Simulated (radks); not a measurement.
Excited configurations of Sr IV: one electron is placed in a higher orbital outside [Ar] 3d10 4s2 4p4. The ground configuration is [Ar] 3d10 4s2 4p5. Calculated with a radial shooting solver on a logarithmic mesh with Libxc functionals: Dirac Kohn-Sham, LDA (Slater exchange, Perdew-Wang correlation), spin-unpolarised, spherical densities, point nucleus; open shells fill j = l - 1/2 first. Excitation = E - E(ground); binding = E(ion) - E, where the ion is the core of charge +4; n* = 4/sqrt(2 binding) in atomic units, and the quantum defect is n - n*.

outer orbital,excitation (eV),binding (eV),eigenvalue (eV),<r> (bohr)
4d3/2,25.367,31.636,-26.203,2.020
4f5/2,42.089,14.915,-12.270,3.790
5p1/2,33.885,23.118,-20.261,3.423
5d3/2,41.139,15.864,-13.829,4.555
5f5/2,47.132,9.872,-8.508,6.807
6s1/2,41.821,15.183,-13.535,5.512
6p1/2,43.821,13.182,-11.706,6.118
6d3/2,47.090,9.913,-8.770,7.693
6f5/2,50.137,6.866,-6.049,10.58
7s1/2,47.425,9.578,-8.593,8.708
7p1/2,48.444,8.559,-7.663,9.525
7d3/2,50.197,6.806,-6.077,11.55

The Delta-SCF ionisation energy is 57.003 eV (NIST Atomic Spectra Database: 56.280 eV, semi-empirical). Self-interaction in the functional shifts the binding energies and quantum defects, so they are the method's values and not measured ones. Spin polarisation and multiplet splitting are left out, so open shells lie too high by an amount that depends on their filling.

Beside tabulated values, note that spin-unpolarised runs miss the spin-polarisation part of the exchange energy of open shells.
